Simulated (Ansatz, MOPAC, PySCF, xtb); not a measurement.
Noncovalent pair: HF (SMILES F) (first 2 atoms) with SiH4 (SMILES [SiH4]); geometry from B3LYP-D3(BJ)/def2-TZVP, rigid monomers moved along the line of their centres of mass till H2···H4 is 2.01 Å.
(charge 0, multiplicity 1):
```xyz
7

F     -0.202    -0.429    -0.468
H     -0.101    -0.770     0.391
Si    -0.027     0.179     3.323
H      0.059    -0.974     2.382
H      1.061     1.127     3.008
H      0.127    -0.354     4.693
H     -1.345     0.824     3.160
```

Counterpoise-corrected where a basis set is named; no monomer relaxation. Rows marked so take none.

Cores are frozen in the correlated methods. CBS(a, b) extrapolates the correlation energy as X⁻³ and adds the Hartree–Fock energy of set b. Rows in 6-31G* carry no dispersion term and start afresh at each structure (6-31G* with six Cartesian d functions). The state that PM7 reach isn't checked; PM7 holds dispersion and hydrogen-bond terms.

Programs: Ansatz (Gaussian orbitals); MOPAC for PM7 (differences of heats of formation); PySCF for 6-31G* rows, the dispersion terms; xtb for the GFN methods. Values without a source in brackets are computed.

| level | interaction energy (kcal/mol) |
|---|---|
| PM7 | 1.17 |
| GFN1-xTB | -1.33 |
| HF/aug-cc-pV(T+d)Z | -0.43 |
| r2SCAN-D3(BJ)/def2-TZVPPD | -1.61 |
| B3LYP/6-31G* (no counterpoise) | -2.06 |
| B3LYP-D3(BJ)/def2-TZVPPD | -1.77 |
| B3LYP-D4/def2-TZVPPD | [?] |
| PBE0/def2-TZVPPD | -1.33 |
| CCSD(T)/CBS(aug-cc-pV(D+d)Z, aug-cc-pV(T+d)Z) | [?] |

Task: What belongs in the gaps?

Result: 
- B3LYP-D4/def2-TZVPPD, interaction energy (kcal/mol): -1.50
- CCSD(T)/CBS(aug-cc-pV(D+d)Z, aug-cc-pV(T+d)Z), interaction energy (kcal/mol): -1.39

Ansatz is an electronic-structure program.
